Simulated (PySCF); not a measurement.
An unknown shows these calculated signals:

1H NMR (400 MHz, computed): δ 6.62 (m, 1H), 1.18 (m, 9H).

13C{1H} NMR (computed): δ 181.9 (C), 125.0 (CH), 39.5 (C), 27.5 (CH3).

- GIAO PBE0/pcSseg-1 shieldings
- coordinates at the PBE0-D3(BJ)/def2-SVP level
- run in PySCF 2.14.0 with density-fitted response routines
- one averaged value for each set of equivalent atoms, one computed conformer, isolated molecule, non-relativistic

Scale: 1H, 13C vs TMS (reference shieldings calculated alike).

Which of these does the molecule contain: a Si–H bond, a three-membered ring, a ketone, a non-aromatic C=C double bond, a methoxy group, a tert-butyl group?

## Answers


- A Si–H bond: no.
- A three-membered ring: yes.
- A ketone: no.
- A non-aromatic C=C double bond: yes.
- A methoxy group: no.
- A tert-butyl group: yes (δC 27.5, 39.5; δH 1.18 (m)).

The data belong to `InChI=1S/C6H10FOP/c1-6(2,3)9(8)4-5(9)7/h4H,1-3H3/t9-/m1/s1`; they needn't prove each group on their own.

Carbon signals by region: 1 in the far downfield region (above 160 ppm), 1 in the sp2 and nitrile region (100–160 ppm), 2 below 50 ppm. Above 160 ppm: 181.9, fully substituted alkene carbon.

Splittings by 19F and 31P in the carbon and heteronuclear signals aren't shown, as no couplings were computed. Shifts are as computed. Against solution values, carbons near 30 ppm lie about +2 ppm off and those near 130 ppm about +5 ppm. Of 1211 compounds with measured shifts, 218 miss one by over three times the rms of a fit or turn the order of signals round; such compounds aren't used in these exercises. Multiplicities follow the n + 1 count of equivalent neighbours, as no J values were calculated; m marks all less simple cases, F and P coupling included.
